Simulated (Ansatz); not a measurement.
The same ligand exchange along the group B, Al, Ga.

Program: Ansatz. Geometries: PBE0-D4/def2-TZVP. ΔE: electronic, gas phase. CCSD(T)/CBS adds triple-zeta CCSD(T) − MP2 to the extrapolated MP2 energy (def2 sets, frozen cores). For Br, Ga outer-core shells are correlated without core-valence functions, which leaves a few kJ/mol of doubt a bond. Scalar relativity is left out up to krypton. One conformer a species, not always the lowest.

Q: Order these by ΔE at CCSD(T)/CBS, lowest first. (Best estimate.)
A. `[OH][Al]([F])[Br]` + silanol → `[OH][Al]([F])[O][SiH3]` + HBr
B. `[OH][Ga]([F])[Br]` + silanol → `[OH][Ga]([F])[O][SiH3]` + HBr
C. `OB(F)Br` + silanol → `OB(F)O[SiH3]` + HBr

A: C (-58.5 kJ/mol), A (+1.6 kJ/mol), B (+52.5 kJ/mol).

Largest T1 diagnostic: 0.014, for `[OH][Ga]([F])[O][SiH3]`.
